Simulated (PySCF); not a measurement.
CHO2 (SMILES [O]C=O), doublet, at a GFN2-xTB geometry; R2SCAN/6-31G* (PySCF).

PySCF was given this input:
```python
from pyscf import gto, scf, dft

mol = gto.M(
    atom='''
O    -1.07370959   -0.42926071   -0.00428227
C    -0.04616944    0.18751753    0.00141223
O     1.15027992    0.11826974    0.00194013
H    -0.33554598    1.36282262    0.01026371
''',
    basis='6-31g*',
    spin=1,
    verbose=4,
)

mf = dft.UKS(mol)
mf.xc = 'r2scan'
mf.kernel()
```

It wrote (shortened):

```
PySCF version 2.14.0

[INPUT] verbose = 4
[INPUT] num. atoms = 4
[INPUT] num. electrons = 23
[INPUT] charge = 0
[INPUT] spin (= nelec alpha-beta = 2S) = 1
[INPUT] symmetry False subgroup None
[INPUT] Mole.unit = angstrom
[INPUT] Symbol           X                Y                Z      unit          X                Y                Z       unit  Magmom
[INPUT]  1 O     -1.073709590000  -0.429260710000  -0.004282270000 AA   -2.029017062419  -0.811185177936  -0.008092317491 Bohr   0.0
[INPUT]  2 C     -0.046169440000   0.187517530000   0.001412230000 AA   -0.087247596925   0.354356775255   0.002668727925 Bohr   0.0
[INPUT]  3 O      1.150279920000   0.118269740000   0.001940130000 AA    2.173714015387   0.223497417424   0.003666314346 Bohr   0.0
[INPUT]  4 H     -0.335545980000   1.362822620000   0.010263710000 AA   -0.634090004399   2.575361508162   0.019395600922 Bohr   0.0

nuclear repulsion = 64.166929029181
number of shells = 20
number of NR pGTOs = 85
number of NR cGTOs = 44
basis = 6-31g*
ecp = {}

******** <class 'pyscf.dft.uks.UKS'> ********
method = UKS
initial guess = minao
damping factor = 0
level_shift factor = 0
DIIS = <class 'pyscf.scf.diis.CDIIS'>
diis_start_cycle = 1
diis_space = 8
diis_damp = 0
SCF conv_tol = 1e-09
SCF conv_tol_grad = None
SCF max_cycles = 50
direct_scf = True
direct_scf_tol = 1e-13
number electrons alpha = 12  beta = 11
XC library pyscf.dft.libxc version 7.1.2
    S. Lehtola, C. Steigemann, M. J. T. Oliveira, and M. A. L. Marques,  SoftwareX 7, 1–5 (2018)
XC functionals = r2scan
    J. W. Furness, A. D. Kaplan, J. Ning, J. P. Perdew, and J. Sun,  J. Phys. Chem. Lett. 11, 8208–8215 (2020)
    J. W. Furness, A. D. Kaplan, J. Ning, J. P. Perdew, and J. Sun,  J. Phys. Chem. Lett. 11, 9248–9248 (2020)
    J. W. Furness, A. D. Kaplan, J. Ning, J. P. Perdew, and J. Sun,  J. Phys. Chem. Lett. 11, 8208–8215 (2020)
    J. W. Furness, A. D. Kaplan, J. Ning, J. P. Perdew, and J. Sun,  J. Phys. Chem. Lett. 11, 9248–9248 (2020)
radial grids:
    Treutler-Ahlrichs [JCP 102, 346 (1995); DOI:10.1063/1.469408] (M4) radial grids

becke partition: Becke, JCP 88, 2547 (1988); DOI:10.1063/1.454033
pruning grids: <function nwchem_prune>
grids dens level: 3
symmetrized grids: False
atomic radii adjust function: <function treutler_atomic_radii_adjust>
small_rho_cutoff = 0
Set gradient conv threshold to 3.16228e-05
tot grids = 52096
init E= -189.464480593608

cycle= 1 E= -188.833710353718  delta_E= 0.631  |g|= 0.612  |ddm|=  1.6
cycle= 2 E= -188.461347893083  delta_E= 0.372  |g|= 1.15  |ddm|= 1.31
cycle= 3 E= -188.983265832246  delta_E= -0.522  |g|= 0.0448  |ddm|= 0.912
cycle= 4 E= -188.984092603142  delta_E= -0.000827  |g|= 0.027  |ddm|= 0.0744
cycle= 5 E= -188.984468867938  delta_E= -0.000376  |g|= 0.00434  |ddm|= 0.0252
cycle= 6 E= -188.984452833286  delta_E= 1.6e-05  |g|= 0.00874  |ddm|= 0.0102
cycle= 7 E= -188.984480289147  delta_E= -2.75e-05  |g|= 0.00376  |ddm|= 0.01
cycle= 8 E= -188.984486940196  delta_E= -6.65e-06  |g|= 0.000347  |ddm|= 0.00333
cycle= 9 E= -188.984487078964  delta_E= -1.39e-07  |g|= 9.35e-05  |ddm|= 0.000597
cycle= 10 E= -188.984487088833  delta_E= -9.87e-09  |g|= 2.03e-05  |ddm|= 0.000186
cycle= 11 E= -188.984487089041  delta_E= -2.09e-10  |g|= 1.67e-05  |ddm|= 3.44e-05
Extra cycle  E= -188.984487088804  delta_E= 2.37e-10  |g|= 3.07e-05  |ddm|= 3.11e-05
converged SCF energy = -188.984487088804  <S^2> = 0.75687125  2S+1 = 2.0068595
```
